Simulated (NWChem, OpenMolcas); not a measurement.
# GeTe (SMILES [Ge][Te]): methods side by side

GeTe: 2 atoms, total charge 0, spin state singlet. As SMILES, `[Ge][Te]`. The bond length is the measured one.

```
atom   x (Å)   y (Å)   z (Å)
  Ge  0.0000  0.0000  0.0000
  Te  0.0000  0.0000  2.3402
```

Each level gives the vertical ionisation energy (to the doublet cation) (eV). The values are calculated.

```tsv
level	kind	program	value (eV)	CPU time (all runs)
SVWN5/def2-TZVP (core potential)	LDA	OpenMolcas	9.43	39 s
BLYP/def2-TZVP (core potential)	GGA	NWChem	9.01	2.5 min
revPBE/def2-TZVP (core potential)	GGA	OpenMolcas	9.05	50 s
TPSS/def2-TZVP (core potential)	meta-GGA	NWChem	9.15	2.8 min
B3LYP/def2-TZVP (core potential)	global hybrid	OpenMolcas	9.14	49 s
M06-2X/def2-TZVP (core potential)	hybrid meta-GGA	NWChem	?	1.8 min
PBE0/def2-TZVP (core potential)	global hybrid	NWChem	?	91 s
wB97X/def2-TZVP (core potential)	range-separated hybrid	NWChem	9.46	3.3 min
```

(1) Estimate the missing values from the other rows.

## Answers

(1) As computed at these levels: M06-2X/def2-TZVP (core potential): 9.25 eV; PBE0/def2-TZVP (core potential): 9.41 eV. Spin-orbit coupling, which can split open shells on such heavy atoms by tenths of an eV, is left out. The values span 9.01 to 9.46 eV. Times are those of the runs behind each value, whatever else they computed, on shared processors of several kinds: orders of magnitude only.
